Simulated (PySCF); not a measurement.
**Energy of Ni⁻ (nickel, charge -1) between two integer charges**

The 3d beta orbital of [Ar] 3d9 4s2 is emptied in steps (occupation f), with all orbitals relaxed, ending at [Ar] 3d8 4s2. Computed with PySCF 2.14 in def2-TZVPPD, with the non-relativistic Hamiltonian (point nucleus). The exact energy is a straight line in f; departures are measured from the line between the end points of the same method.

| f | PBE0 (eV) | r2SCAN (eV) |
| --- | --- | --- |
| 1 | 0.000 | 0.000 |
| 0.8 | -0.377 | -0.696 |
| 0.6 | -0.583 | -1.058 |
| 0.4 | -0.601 | -1.072 |
| 0.2 | -0.413 | -0.724 |
| 0 | 0.000 | 0.000 |

```csv
method,E(f=0) − E(f=1) (eV),−ε at f=1 (eV),−ε at f=0.4 (eV)
PBE0,1.095,-1.183,1.508
r2SCAN,1.095,-3.194,1.911
```

Orbital energy along the path (eV):

| f | PBE0 | r2SCAN |
| --- | --- | --- |
| 1 | 1.183 | 3.194 |
| 0.8 | 0.379 | 1.561 |
| 0.6 | -0.519 | -0.144 |
| 0.4 | -1.508 | -1.911 |
| 0.2 | -2.584 | -3.758 |
| 0 | -3.747 | -5.683 |

At f = 1 the orbital energy is positive for PBE0, r2SCAN: only the finite basis holds the electron.

Reference removal energy between the ground levels: 1.157 eV (measured; photodetachment measurements, as compiled on the Wikipedia data page of electron affinities). The calculation has no spin-orbit coupling. The determinant left behind need not be the lowest term of the ion.
